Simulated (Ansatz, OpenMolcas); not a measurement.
C3H5Ga (SMILES C#[C][GaH][CH3]): methods side by side

C3H5Ga: 9 atoms, total charge 0, spin state singlet. As SMILES, `C#[C][GaH][CH3]`. The shape is that of a PBE0-D4/def2-TZVP optimisation.

Quantity: the vertical energy of the triplet above the singlet, in eV. The values are calculated.

| level | kind | program | value (eV) | CPU time (all runs) |
| --- | --- | --- | --- | --- |
| SVWN5/6-31G* (spherical functions) | LDA | OpenMolcas | 4.04 | 86 s |
| B3LYP/6-31G* (spherical functions) | global hybrid | OpenMolcas | 4.34 | 2.2 min |
| BHLYP/6-31G* (spherical functions) | global hybrid | Ansatz | 4.47 | 32 s |
| CAM-B3LYP/6-31G* (spherical functions) | range-separated hybrid | Ansatz | 4.59 | 56 s |
| PBE-QIDH/6-31G* (spherical functions) | double hybrid | Ansatz | 4.77 | 36 s |
| MP2/6-31G* (spherical functions) | perturbation theory | Ansatz | 5.23 | 18 s |
| BCCD(T)/6-31G* (spherical functions) | coupled cluster or CI | Ansatz | 4.87 | 2.4 min |
| CCSD/6-31G* (spherical functions) | coupled cluster or CI | Ansatz | 4.80 | 72 s |

All-electron rows without a relativistic Hamiltonian named are non-relativistic. The values span 4.04 to 5.23 eV. In the correlated wave-function rows the outer d shell of Ga is correlated, in sets not made for it. CPU times are rough (shared hosts, several kinds of processor and program).
